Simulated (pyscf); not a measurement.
## HAl=PH, singlet

Gas-phase minimum from PySCF at ωB97X-D3(BJ)/def2-SVP, one conformer. HAl=PH lies 12.9 kcal/mol over its isomer Al–PH₂ [singlet] (electronic energy, ωB97M-D3(BJ)). 

```xyz
4

Al     0.8130    -0.7840     0.6391
P      1.5499     0.6273    -0.7503
H      0.1566    -1.7880     1.6663
H      0.1383     0.9538    -0.6066
```

Bonds (Å): Al1–P2 2.113, Al1–H3 1.579, P2–H4 1.456. Bond angles (°): P2–Al1–H3 175.7, Al1–P2–H4 75.3.

Properties at ωB97X-D3(BJ)/def2-SVP:

```yaml
harmonic_wavenumbers_unscaled: 316, 369, 547, 661, 1982, 2273 cm⁻¹
zero_point_energy: 8.8 kcal/mol
rotational_symmetry_number: 1
Entropy of this conformer at 298 K and 1 atm, rigid rotor and harmonic oscillator, modes under 100 cm⁻¹ raised to 100: 260.7 J/(mol K)
dipole_moment: 3.20 D
```

Single-point totals, which compare only within one level (frozen core for MP2 and CC):

```tsv
level	total energy (hartree)
ωB97X-D3(BJ)/def2-TZVP	-584.99391
PBE/def2-TZVP	-584.66106
r²SCAN/def2-TZVP	-584.90060
B3LYP-D3(BJ)/def2-TZVP	-585.00504
PBE0-D3(BJ)/def2-TZVP	-584.71244
M06-2X/def2-TZVP	-584.91126
ωB97M-D3(BJ)/def2-TZVP	-585.03972
HF/def2-TZVPP	-583.78914
MP2/def2-TZVPP	-584.01541
CCSD/def2-TZVPP	-584.04300
CCSD(T)/def2-TZVPP	-584.05665
```

The CCSD(T) − MP2 part came from Ansatz, without density fitting, on the same reference.
